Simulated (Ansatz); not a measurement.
Two isomers of C2H8GeSi: A = `[SiH3][CH]1[CH2][GeH2]1`, B = `[GeH3][CH]1C[SiH2]1`.

Computed with Ansatz on PBE0-D4/def2-TZVP structures; ΔE is electronic, products minus reactants. CBS: MP2 limit from def2 TZ/QZ plus the TZ coupled-cluster correction, frozen cores. Functionals use def2-TZVPP. B3LYP here is the variant with VWN-RPA as its local correlation; programs differ in this. For Ge outer-core shells are correlated without core-valence functions, which leaves a few kJ/mol of doubt a bond. Scalar relativity is left out up to krypton.

A:

```xyz
12

Si   -1.3571    0.9913   -0.4415
C     0.3128    0.5258    0.1987
C     1.2050   -0.4268   -0.6053
Ge    0.5514   -1.2271    1.0309
H    -2.1899    1.5813    0.6402
H    -1.2834    1.9713   -1.5640
H    -2.0315   -0.2326   -0.9595
H     0.8463    1.3209    0.7148
H     0.8072   -0.8052   -1.5418
H     2.2593   -0.1787   -0.6635
H    -0.6085   -2.2105    0.9628
H     1.4884   -1.3098    2.2281
```

B:

```xyz
12

Ge    1.539   -0.637   -0.637
C     0.277    0.453    0.345
C    -0.903   -0.245    1.066
Si   -1.396    0.849   -0.335
H     2.395    0.234   -1.572
H     2.470   -1.411    0.319
H     0.751   -1.660   -1.477
H     0.752    1.245    0.920
H    -0.979   -1.322    0.949
H    -1.099    0.076    2.085
H    -1.810    0.249   -1.620
H    -1.996    2.168   -0.044
```

Which isomer does CCSD(T)/CBS put lower? Give the gap. (An estimate is asked.)

The calculation gave: A, by 2.0 kJ/mol.

Give E(B) − E(A) in kJ/mol with HF/def2-TZVPP, BLYP-D4, PBE-D4, ωB97M-V, MP2/def2-TZVPP, B3LYP-D4, B2PLYP. (An estimate is asked.)

The calculation gave: HF/def2-TZVPP -8.7, BLYP-D4 -4.1, PBE-D4 -6.1, ωB97M-V -7.3, MP2/def2-TZVPP -0.3, B3LYP-D4 -5.1, B2PLYP -3.7. The order is the other way round with HF/def2-TZVPP, BLYP-D4, PBE-D4, ωB97M-V, B3LYP-D4, B2PLYP.

Does the order hold for the free energy at 298.15 K (harmonic terms from PBE0-D4)? (An estimate is asked.)

Ansatz gave: Too close to call: G(B) − G(A) = +0.7 kJ/mol.

Largest T1 diagnostic: 0.011.

In def2-TZVPP, CCSD(T) changes the Hartree–Fock value by +6.2 kJ/mol (the triples alone add +1.2 kJ/mol) and MP2 by +8.3 kJ/mol. Leaving LDA and LC-ωPBE aside and taking each functional with its dispersion term where it has one, the values, not all of them listed here, spread over 9.4 kJ/mol, from B97M-V to B2PLYP.
